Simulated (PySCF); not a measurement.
## Low-lying terms of Se⁶⁺ (selenium, charge +6)

Ground state [Ar] 3d10, ¹S. Calculation: PySCF 2.14, in aug-cc-pVTZ-DK with one added diffuse shell each of s, p, d, f type (8s7p5d3f, 75 functions); scalar relativity by spin-free X2C-1e. Vertical excitation energies in eV without spin-orbit coupling; excited terms of each kind are numbered among those the solver found. Frozen: [Ar].

| term | leading excitation | EOM-EE-CCSD |
| --- | --- | --- |
| 1 3D | 3d → s | 55.252 |
| 1 1D | 3d → s | 56.014 |
| 1 3P° | 3d → p | 70.059 |
| 1 3F° | 3d → p | 70.735 |
| 1 1F° | 3d → p | 71.254 |
| 1 1D° | 3d → p | 71.930 |
| 1 3D° | 3d → p | 71.936 |
| 1 1P° | 3d → p | 72.087 |
| 1 3G | 3d → d | 94.336 |
| 1 1G | 3d → d | 94.563 |
| 2 3D | 3d → d | 94.683 |
| 1 1F | 3d → d | 95.104 |

The solver can miss terms.
